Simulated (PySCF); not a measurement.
**Removal energies of K⁹⁺ from EOM-IP-GCCSD**

Reference: closed-shell K⁹⁺, [Ne]; one electron is removed. Calculated with PySCF 2.14, two-component X2C-1e with screened spin-orbit coupling, an uncontracted even-tempered set (19 s from 0.24 bohr⁻², ratio 2.6; 12 p from 0.32 bohr⁻², ratio 2.6; 6 d from 0.32 bohr⁻², ratio 2.8; 3 f from 15 bohr⁻², ratio 2.8); frozen 1s2; the 46 highest virtual spinors dropped; of the others 44 kept and the rest restored at second order. No Breit or QED terms. Binding energies in eV.

```json
{"level": "2s1/2", "Koopmans": "588.06"}
{"level": "2p1/2", "Koopmans": "508.27"}
{"level": "2p3/2", "Koopmans": "505.16"}
```

Problem. How does correlation move these levels?

Solution. 2s1/2: second order 584.61, EOM-CCSD 584.78; 2p1/2: second order 506.07, EOM-CCSD 506.34; 2p3/2: second order 503.01, EOM-CCSD 503.28.

For comparison, the ionisation energy of K⁹⁺ is 503.67 ± 0.07 eV (semi-empirical (NIST evaluation); NIST Atomic Spectra Database, ionization energies).

The screened spin-orbit operator tends to give fine-structure splittings of light species too large.
